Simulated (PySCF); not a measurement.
Input and output of a geometry optimisation on `C[C+]=[C]c1ccccc1` [radical].

Method: PBE0-D3(BJ)/def2-SVP geometry optimisation, gas phase in PySCF.

Input of the driver that calls PySCF (job settings, then Cartesian coordinates in Å, the GFN2-xTB start):

```
{"job": {"xc": "PBE0", "basis": "def2-SVP", "d3": "d3bj", "grid": 1, "kind": "geom"}, "charge": 1, "multiplicity": 2}
C      3.7437     0.6963    -0.4659
C      2.3605     0.4391    -0.3446
C      1.1611     0.2200    -0.2347
C     -0.1956    -0.0298    -0.1159
C     -1.1170     1.0508    -0.0400
C     -2.4599     0.7914     0.0666
C     -2.9202    -0.5319     0.0999
C     -2.0217    -1.6050     0.0284
C     -0.6747    -1.3680    -0.0773
H      3.9563     1.7640    -0.4179
H      4.2896     0.1640     0.3200
H      4.1126     0.2895    -1.4141
H     -0.7421     2.0623    -0.0704
H     -3.1659     1.6058     0.1241
H     -3.9800    -0.7264     0.1765
H     -2.3937    -2.6178     0.0554
H      0.0332    -2.1802    -0.1352
```

The driver printed:

```
step   0  E = -346.76574728  max force = 0.019564
step   1  E = -346.76724493  max force = 0.007995
step   2  E = -346.76683344  max force = 0.011693
step   3  E = -346.76749489  max force = 0.001231
step   4  E = -346.76750027  max force = 0.000919
step   5  E = -346.76750784  max force = 0.000284
optimisation converged
```

Energies are in Eh and forces in Eh/bohr. The run used 166 basis functions and 54 SCF iterations in all.

Q: How much energy does the optimisation gain, and how much of it in the first step?

A: 1.1 kcal/mol (48 meV) from step 0 to step 5; the first step changes the energy by -0.9 kcal/mol. The largest force component goes from 0.0196 to 0.00028 Eh/bohr.

Final geometry (Å):

```xyz
17
angstrom
C      3.772    0.695   -0.467
C      2.367    0.446   -0.343
C      1.155    0.224   -0.238
C     -0.203   -0.027   -0.122
C     -1.131    1.063   -0.044
C     -2.476    0.802    0.069
C     -2.929   -0.534    0.105
C     -2.030   -1.618    0.030
C     -0.681   -1.378   -0.083
H      4.005    1.769   -0.420
H      4.320    0.160    0.329
H      4.135    0.286   -1.428
H     -0.751    2.085   -0.075
H     -3.195    1.621    0.129
H     -4.000   -0.733    0.194
H     -2.409   -2.641    0.061
H      0.039   -2.196   -0.143
```

Point group near Cs, missed by 0.14 Å. Not checked by PBE0-D3(BJ)/def2-SVP frequencies. After the best overlay, start and end differ by 0.02 Å (root mean square over atoms).

Bond lengths before and after (atoms numbered from 1 in input order):

| bond | start (Å) | end (Å) | change (Å) |
| --- | --- | --- | --- |
| C1–C2 | 1.412 | 1.433 | +0.021 |
| C2=C3 | 1.224 | 1.236 | +0.012 |
| C3–C4 | 1.385 | 1.386 | +0.001 |
| C4–C5 | 1.422 | 1.434 | +0.012 |
| C4–C9 | 1.422 | 1.433 | +0.011 |
| C5–C6 | 1.372 | 1.375 | +0.003 |
| C6–C7 | 1.401 | 1.411 | +0.010 |
| C7–C8 | 1.401 | 1.411 | +0.010 |
| C8–C9 | 1.372 | 1.375 | +0.003 |
| C1–H10 | 1.090 | 1.100 | +0.010 |
| C1–H11 | 1.095 | 1.104 | +0.009 |
| C1–H12 | 1.096 | 1.105 | +0.009 |
| C5–H13 | 1.079 | 1.091 | +0.012 |
| C6–H14 | 1.079 | 1.092 | +0.013 |
| C7–H15 | 1.080 | 1.093 | +0.013 |
| C8–H16 | 1.079 | 1.092 | +0.013 |
| C9–H17 | 1.079 | 1.091 | +0.012 |
